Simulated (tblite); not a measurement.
Compound: C6H10N2SSi.
Cartesian coordinates in Å at the GFN2-xTB level; atoms count from 1:
```xyz
20
C6H10N2SSi angstrom
C     -2.9280    2.0037   -0.3357
C     -2.3326    0.8565   -0.0274
C     -0.9185    0.6133   -0.1723
C      0.1022    1.4379   -0.6304
C      1.2570    0.6558   -0.5427
S      2.9061    1.0048   -0.9350
Si     3.5570   -0.9741   -0.3404
N      0.9748   -0.5520   -0.0701
N     -0.3419   -0.5730    0.1526
C     -0.9558   -1.7597    0.6714
H     -2.3761    2.8422   -0.7222
H     -3.9879    2.1400   -0.2102
H     -2.9170    0.0322    0.3594
H      0.0347    2.4472   -0.9760
H      3.3019   -1.1358    1.0806
H      4.9894   -0.8690   -0.6102
H      2.9293   -1.9475   -1.2170
H     -1.4298   -1.5638    1.6355
H     -1.7020   -2.1488   -0.0247
H     -0.1681   -2.4990    0.8032
```

Calculated harmonic vibrations of the isolated species, GFN2-xTB (tblite), most abundant isotopes, no scaling. Against measured fundamentals such values can be off by several per cent, at times by over 20. Modes of hydrogen on silicon can be 10 to 20 % off. One conformer, not necessarily the lowest.

Harmonic wavenumbers (cm⁻¹): 44.6, 74.7, 84.9, 126.7, 153.0, 165.7, 185.6, 251.8, 285.2, 317.5, 359.1, 444.0, 489.1, 520.6, 541.2, 550.1, 600.9, 626.6, 629.3, 699.7, 734.3, 783.2, 789.3, 798.2, 802.1, 883.7, 976.2, 1005.0, 1026.2, 1045.9, 1099.1, 1103.0, 1145.9, 1295.9, 1337.8, 1373.6, 1393.8, 1398.7, 1409.1, 1459.2, 1465.8, 1471.6, 1520.4, 1667.8, 2277.7, 2339.2, 2344.6, 2972.6, 2986.1, 3044.8, 3064.1, 3117.6, 3145.7, 3202.0.

A = 2142, B = 585.0, C = 463.4 MHz; mass 170.033 u (most abundant isotopes); point group Cs, symmetry number 1.

Q: Zero-point energy?

A: ½Σν̃ = 31815 cm⁻¹ = 380.59 kJ/mol.

Q: Give the ideal-gas entropy at 273.15 K and 1 bar in the rigid-rotor, harmonic-oscillator model (classical rotation).

A: Translation 171.09, rotation 127.33, vibration 136.05: S = 434.5 J/(mol K).

Q: And Cp and H(273.15 K) − H(0)?

A: Cp = 177.43 J/(mol K), of which vibrations give 144.17 (their classical limit is 54 R = 449.0); H(273.15 K) − H(0) = 28.99 kJ/mol without the zero-point energy, 19.91 from vibrations.

Q: Which modes carry the vibrational entropy at 273.15 K?

A: 44.6 cm⁻¹: 20.38; 74.7 cm⁻¹: 16.12; 84.9 cm⁻¹: 15.07; 126.7 cm⁻¹: 11.83; 153.0 cm⁻¹: 10.33; 165.7 cm⁻¹: 9.70 J/(mol K); the other 48 give 52.61 together.

Q: How do the functions run with temperature in this model?

A: 
| T (K) | S (J/(mol K)) | Cp (J/(mol K)) | H − H(0) (kJ/mol) | G − H(0) (kJ/mol) | ln q(vib) |
| --- | --- | --- | --- | --- | --- |
| 50 | 257.1 | 59.8 | 2.18 | -10.68 | 0.59 |
| 100 | 307.9 | 88.8 | 5.92 | -24.87 | 2.04 |
| 298.15 | 450.5 | 189.6 | 33.58 | -100.74 | 8.40 |
| 373.15 | 496.8 | 223.6 | 49.11 | -136.29 | 10.79 |
| 500 | 569.2 | 271.4 | 80.63 | -203.98 | 14.76 |
| 750 | 692.6 | 336.1 | 157.23 | -362.19 | 22.15 |
| 1000 | 795.3 | 377.1 | 246.74 | -548.54 | 28.89 |

q(vib) and H(0) count from the zero-point level.

Q: Blend soft modes into free rotors: weight 1/[1 + (100 cm⁻¹/ν̃)⁴] for the oscillator and the rest for a rotor with moment μB/(μ + B), μ = h/(8π²ν), B = 10⁻⁴⁴ kg m². What vibrational entropy results?

A: 126.10 J/(mol K) in place of 136.05, which changes −T·S at 273.15 K by +2.72 kJ/mol.

Hindered rotation and anharmonicity are outside this model. Other conformers, if any are populated, would add a mixing term that is left out.

Time: 1.7 s. Hardware: one thread of an Arm Neoverse N1, on a shared host. This covers the Hessian and the dipole derivatives.
